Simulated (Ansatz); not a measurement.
Reaction (substitution at a C–C bond): `CC(=N)[SiH3]` + H₂Se → `N=C([SiH3])[SeH]` + CH₄

Gas-phase electronic energies from Ansatz, PBE0-D4/def2-TZVP geometries. CCSD(T)/CBS adds triple-zeta CCSD(T) − MP2 to the extrapolated MP2 energy (def2 sets, frozen cores). This one scheme is used for every species. Functionals use def2-TZVPP. B3LYP here is the variant with VWN-RPA as its local correlation; programs differ in this. For Se outer-core shells are correlated without core-valence functions, which leaves a few kJ/mol of doubt a bond. Scalar relativity is left out up to krypton. One conformer a species, not always the lowest.

```csv
level,ΔE (kJ/mol)
r2SCAN-D4,-16.6
B2PLYP,-12.3
PBE,-15.9
r2SCAN,-16.4
PBE0,-8.9
B3LYP,-10.6
CCSD(T)/def2-TZVPP,-9.3
MP2/def2-QZVPP,-16.3
```

**Question.** What does CCSD(T)/CBS give? (Estimate.)

**Answer.** Computed: -9.8 kJ/mol. The listed levels differ from it by -6.8, -2.5, -6.1, -6.6, 0.9, -0.8, 0.5, -6.5 kJ/mol.

Largest T1 diagnostic among the species: 0.012.

From PBE to PBE0 (25 % exact exchange), in def2-TZVPP and without D4, ΔE moves by +7.0 kJ/mol. In def2-TZVPP, CCSD(T) changes the Hartree–Fock value by −14.7 kJ/mol (the triples alone add −4.0 kJ/mol) and MP2 by −21.6 kJ/mol. The D4 term adds −4.2 kJ/mol with B3LYP and −2.0 kJ/mol with PBE0; it sums over pairs of atoms, weighted by their polarisabilities, and B3LYP, whose exchange is more repulsive, gets the larger term.
